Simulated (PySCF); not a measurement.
**BeHg at LDA**

Computed with LDA; Be def2-SVPD, Hg def2-SVPD with ECP60; scalar-relativistic core potentials (PySCF 2.14).

```json
{
  "state": "¹Σ⁺ (singlet), closed shell",
  "bond length": "2.678 Å",
  "harmonic wavenumber": "208 cm⁻¹",
  "force constant": "0.219 mdyn/Å",
  "rotational constant Be": "0.2724 cm⁻¹",
  "anharmonicity ωexe": "4.21 cm⁻¹",
  "vibration–rotation constant αe": "0.00634 cm⁻¹",
  "well depth De to Be + Hg": "0.32 eV",
  "dissociation energy D0": "0.31 eV",
  "HOMO–LUMO gap": "2.46 eV",
  "bond order (Mayer)": "0.53",
  "dipole moment (positive dipole means Be(−)Hg(+))": "0.35 D"
}
```

Closed-shell solutions of metal pairs were not tested for spin polarisation, which can lower them a little. The bond is weak. Basis-set superposition, not corrected here, can be much of De in a small basis, most of all at correlated wavefunction levels. Functionals without a dispersion term scatter widely for such bonds, and LDA overbinds them. Spin–orbit coupling is left out.
